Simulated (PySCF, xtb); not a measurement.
Zn(Et) (C₂H₅Zn), SMILES C[CH2][Zn] (connectivity only; charge and spin as stated), neutral, multiplicity 2.

Harmonic wavenumbers (cm⁻¹) from GFN2-xTB (xtb) at its own minimum, in rising order: 112, 170, 316, 478, 892, 917, 1063, 1124, 1223, 1408, 1462, 1498, 1507, 2909, 2965, 2965, 2992, 2994.

**Question.** What does PySCF with PBE-D3(BJ)/def2-SVP give at its own minimum? (Estimate from the structure and the level; the computed values follow.)

**Answer.** 172, 212, 379, 565, 861, 886, 1016, 1072, 1185, 1337, 1383, 1416, 1420, 2936, 2976, 3010, 3036, 3052. Paired by order, the mean absolute difference is 53 cm⁻¹ and the zero-point energies are 38.6 and 38.5 kcal/mol.
